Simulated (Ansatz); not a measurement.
Reaction (ligand exchange at the Si–F bond): `CN(C)[Si]F` + `CNC` → `CN(C)[Si]N(C)C` + H–F

Computed with Ansatz on PBE0-D4/def2-TZVP structures; ΔE is electronic, products minus reactants. CCSD(T)/CBS is the MP2 limit (def2-TZVPP, def2-QZVPP) plus CCSD(T) − MP2 in def2-TZVPP, frozen cores. This one scheme is used for every species. DFT in def2-TZVPP. One conformer a species, not always the lowest.

`CN(C)[Si]F`:

```xyz
11

C    -0.990    0.974    0.170
N     0.255    0.246    0.069
C     0.088   -1.152   -0.255
Si    1.716    1.093    0.333
F     2.786   -0.111    0.115
H    -0.795    2.022    0.416
H    -1.632    0.554    0.953
H    -1.545    0.944   -0.775
H    -0.515   -1.659    0.507
H     1.058   -1.642   -0.316
H    -0.425   -1.270   -1.217
```

`CNC`:

Cartesian coordinates in Å:
```
C 0.469 -0.330 1.063
N 0.267 -0.558 -0.349
C -0.658 0.381 -0.939
H 1.217 -1.026 1.450
H -0.465 -0.518 1.600
H 0.790 0.696 1.311
H 1.154 -0.518 -0.833
H -1.653 0.231 -0.510
H -0.734 0.204 -2.014
H -0.387 1.439 -0.780
```

`CN(C)[Si]N(C)C`:

```xyz
19

C    -1.260    0.101    2.515
N    -0.448    0.192    1.322
C     0.964    0.099    1.602
Si   -1.265    0.574   -0.154
N    -0.165    0.086   -1.397
C     0.861   -0.928   -1.380
C    -0.377    0.642   -2.715
H    -1.194   -0.894    2.975
H    -0.948    0.837    3.267
H    -2.309    0.285    2.269
H     1.267   -0.912    1.908
H     1.551    0.387    0.731
H     1.229    0.778    2.423
H     1.867   -0.511   -1.527
H     0.849   -1.476   -0.439
H     0.689   -1.649   -2.190
H     0.496    1.211   -3.060
H    -1.233    1.323   -2.700
H    -0.576   -0.146   -3.453
```

H–F:

Cartesian coordinates in Å:
```
F -0.251 0.385 -0.003
H 0.251 -0.385 0.003
```

```tsv
level	ΔE (kcal/mol)
RPA@PBE/def2-TZVPP	22.2
CCSD(T)/def2-SVP	22.6
MP2/def2-QZVPP	20.3
MP2/CBS(def2)	20.3
```

(1) What does CCSD(T)/CBS give? (Estimate.)

Largest T1 diagnostic among the species: 0.013.

Answers

(1) Computed: +21.8 kcal/mol. The listed levels differ from it by 0.4, 0.8, -1.5, -1.5 kcal/mol.

At CCSD(T), def2-SVP lies +0.8 kcal/mol from the extrapolated value and def2-TZVPP −0.2 kcal/mol. Leaving LDA and LC-ωPBE aside and taking each functional with its dispersion term where it has one, the values, not all of them listed here, spread over 6.2 kcal/mol, from revPBE-D4 to B2PLYP. LDA lies −4.3 kcal/mol from PBE without D4. In def2-TZVPP, CCSD(T) changes the Hartree–Fock value by −9.4 kcal/mol (the triples alone add −1.6 kcal/mol) and MP2 by −11.0 kcal/mol.
